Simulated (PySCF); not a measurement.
# Telling isomers of C₅H₉NO apart by NMR

Computational details: coordinates at the GFN2-xTB level, shieldings: GIAO PBE0/pcSseg-1, couplings computed with B3LYP/pcJ-1 (spin–dipole term left out of most H,H and C,H couplings), in PySCF (fast rotation and ring inversion assumed for equivalent nuclei, non-relativistic Hamiltonian, single conformer, gas phase).

δ = σ(ref) − σ, references computed at the same level: ¹H (σ = 31.72 ppm), ¹³C (σ = 186.93 ppm) vs TMS. Multiplet labels drop J under 1 Hz and among equivalent protons, and merge close values. Unscaled 3J(H,H) run several per cent high. Where no couplings were computed, multiplicities follow the n + 1 count of equivalent neighbours, and m marks all less simple cases (inequivalent or close neighbours, rings, F or P nearby). Acid and N–H amide carbonyl carbons lie up to 10 ppm further downfield in solution (hydrogen bonding). Shifts are as computed. Against solution values, carbons near 30 ppm lie about +3 ppm off and those near 130 ppm about +5 ppm. Of 1211 compounds with measured shifts, 218 miss one by over three times the rms of a fit or turn the order of signals round; such compounds aren't used in these exercises. Groups on amide-type nitrogens are kept apart (slow C–N rotation). OH and NH positions are gas-phase values without hydrogen bonding to other molecules.

(1) Tabulate the signals of `O=C1CCCCN1`, `CNC(=O)C1CC1`, `C=C[C@H](C)C(N)=O` and their relative energies.

(2) What is the quickest way to tell CNC(=O)C1CC1 from C=C[C@H](C)C(N)=O?

(3) What is the quickest way to tell O=C1CCCCN1 from CNC(=O)C1CC1?

(4) What is the quickest way to tell O=C1CCCCN1 from C=C[C@H](C)C(N)=O?

## Answers

(1) 
| SMILES | carbon types | δC | δH | E rel. (kcal/mol) |
| --- | --- | --- | --- | --- |
| O=C1CCCCN1 | 1×C 4×CH2 | 169.5, 46.0, 34.9, 27.0, 25.8 | 4.59 (br, 1H), 3.44 (m, 2H), 2.29 (m, 2H), 1.70 (m, 2H), 1.66 (m, 2H) | 0.0 |
| CNC(=O)C1CC1 | 1×C 1×CH 2×CH2 1×CH3 | 174.1, 26.6, 17.4, 9.4 | 4.74 (br, 1H), 3.18 (d, 3H), 0.99 (m, 2H), 0.78 (m, 1H), 0.59 (m, 2H) | 21.6 |
| C=C[C@H](C)C(N)=O | 1×C 2×CH 1×CH2 1×CH3 | 173.3, 153.3, 120.9, 50.4, 17.3 | 6.12 (m, 1H), 5.44 (m, 1H), 5.30 (m, 1H), 5.03 (br, 1H), 4.49 (br, 1H), 2.76 (m, 1H), 1.26 (d, 3H) | 19.3 |

Energies are electronic energies at PBE0/pcSseg-1 on these geometries, without zero-point or thermal terms, each for the one conformer computed, which needn't be the lowest.

(2) Count the carbon signals: 4 against 5. The first has a three-membered-ring carbon (CH2) at 9.4 ppm, the second an alkene CH at 153.3 ppm. Their most deshielded carbons lie at 174.1 and 173.3 ppm. In the proton spectra the most deshielded non-exchanging signals are 3.18 (d, 3H) and 6.12 (m, 1H).

(3) Count the carbon signals: 5 against 4. The first has an sp3 CH2 bonded to N at 46.0 ppm, the second a methyl carbon bonded to N (CH3) at 26.6 ppm. Their most deshielded carbons lie at 169.5 and 174.1 ppm.

(4) Both give the same number of carbon signals, but DEPT or the intensities differ. The first has an sp3 CH2 bonded to N at 46.0 ppm, the second an alkene CH at 153.3 ppm. Their most deshielded carbons lie at 169.5 and 173.3 ppm. In the proton spectra the most deshielded non-exchanging signals are 3.44 (m, 2H) and 6.12 (m, 1H).
